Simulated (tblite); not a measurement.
Compound: C4H9N2Si2 (doublet state).
Numbering: `[H]/[N:8]=[C:7]/[CH2:6][CH2:5][SiH2:4][SiH2:3][C:2]#[N:1]` (hydrogens: H9, H10 on Si3; H11, H12 on Si4; H13, H14 on C5; H15, H16 on C6; H17 on N8)
Bond orders are those of one Lewis drawing.

Computed with GFN2-xTB (tblite), gas phase: L-BFGS steps from a force-field or distance-geometry start until the largest atomic force falls under 0.01 eV/Å.

Geometry at step 90:
```
atom  x, y, z in Å
N1      4.3547   -1.4718    0.4434
C2      3.7208   -0.5182    0.4160
Si3     2.6291    1.0008    0.3447
Si4     0.7501    0.5241   -0.9235
C5     -0.6040   -0.2523    0.1714
C6     -1.9317   -0.4121   -0.5851
C7     -2.9551   -0.9695    0.3224
N8     -3.6486   -0.3657    1.1568
H9      2.3862    1.3169    1.7554
H10     3.4890    2.0640   -0.1844
H11     0.2262    1.7661   -1.5085
H12     0.9809   -0.4027   -2.0413
H13    -0.2626   -1.2251    0.5317
H14    -0.7853    0.3576    1.0600
H15    -2.2568    0.5704   -0.9688
H16    -1.7996   -1.0885   -1.4385
H17    -4.3003   -0.8820    1.7373
```

Q: What forces act on the atoms?

A: 
```csv
atom,Fx (eV/Å),Fy (eV/Å),Fz (eV/Å)
N1,0.055,-0.079,-0.001
C2,-0.104,0.193,-0.007
Si3,0.031,-0.060,-0.012
Si4,-0.023,-0.021,-0.015
C5,-0.074,0.041,-0.034
C6,0.030,0.026,-0.009
C7,-0.087,0.162,0.103
N8,0.143,-0.162,-0.147
H9,-0.008,-0.028,0.065
H10,0.041,-0.049,-0.035
H11,-0.039,0.025,-0.016
H12,0.038,0.023,0.009
H13,-0.081,-0.033,-0.013
H14,0.005,0.009,-0.041
H15,0.041,-0.187,0.062
H16,0.027,0.101,0.092
H17,0.004,0.038,0.000
```

The largest, 0.26 eV/Å, acts on N8; the rms over all components is 0.073 eV/Å. The forces sum to zero within rounding, as they must for an isolated molecule in no field.

Q: Give the force on N8 in Eh/bohr and in nN.

A: 0.261 eV/Å ÷ 51.422 = 0.00508 Eh/bohr, and 0.261 eV/Å × 1.602 = 0.42 nN.

Q: How far is this geometry from the end of the optimisation?

A: 0.091 eV above it, and 0.286 Å rms away after alignment. The bonds farthest from their final lengths, with half the difference of the two atoms' forces along the bond (positive lengthens):

| bond | now (Å) | final (Å) | force along bond (eV/Å) |
| --- | --- | --- | --- |
| C6–C7 | 1.477 | 1.464 | +0.05 |
| C6–H15 | 1.104 | 1.094 | -0.11 |
| C2–Si3 | 1.872 | 1.867 | -0.14 |
| C7=N8 | 1.242 | 1.237 | -0.23 |
| C6–H16 | 1.097 | 1.094 | -0.06 |
| Si4–H11 | 1.469 | 1.473 | +0.02 |

The angle farthest from its final value is C5–C6–C7, 109.6° against 114.5°.

Of the 2 listed bonds off by 0.010 Å or more, this force points towards the final length in 1.

The cost below is that of the whole relaxation. On an Arm Neoverse V1 with one thread, shared host with 64 logical CPUs at a one-minute load of 40, this took 1.5 s of wall time.
